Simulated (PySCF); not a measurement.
SiF₃I, SMILES F[Si](F)(F)I. The structure is a stationary point at r2SCAN-D4/def2-SVP. The def2 effective core potentials stand for the cores of I; spin–orbit coupling is left out.

Method: r2SCAN-D4/def2-SVP run with PySCF.

Harmonic wavenumbers (cm⁻¹): 173, 173, 239, 311, 311, 462, 843, 997, 997. Rotational constants (GHz): 3.978, 1.096, 1.096; symmetry number 3.

Problem. Work out the zero-point energy and the ideal-gas rigid-rotor harmonic-oscillator thermochemistry at 298.15 K and 1 atm.

Solution. ZPE = ½ Σ hcν = ½ × 4507 cm⁻¹ = 6.44 kcal/mol. H − E(el) = 10.64 kcal/mol. Entropy in cal/(mol K): translation 41.96, rotation 26.42, vibration 10.45, total 78.82. G − E(el) = -12.86 kcal/mol. Cp = 19.46 cal/(mol K).
